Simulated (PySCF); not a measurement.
## From a computed spectrum to the compound

A species of 4 atoms with charge 2 has these harmonic modes (BP86, small Gaussian bases with core potentials, PySCF 2.14.0):

```csv
cm⁻¹,km/mol,symmetry
157,1.6,b1
184,16.0,b2
340,21.8,a1
804,18.7,a1
1001,215.3,b2
1188,26.9,a1
```

Question: Which species is it, and in which structure?

Answer: [Gd(NO2)]2+ (singlet in the valence; each metal's 4f electrons, 7 of them, lie in its core potential, out of spins and levels):
```xyz
4

Gd    0.0000    0.0000   -0.4889
O     1.0613    0.0000    1.4512
O    -1.0613    0.0000    1.4512
N     0.0000    0.0000    2.1983
```
Ideal gas at 298.15 K and 1 bar: S = 320.7 J/(mol K), Cp = 60.8 J/(mol K), H − H(0 K) = 14.4 kJ/mol (rigid rotor, harmonic modes, spin degeneracy alone, that of the 4f electrons in the core included). An lcecp potential fixes the number of 4f electrons, so in runs with it no electron can move into or out of that shell.
 Other answers can fit too; this one was computed.
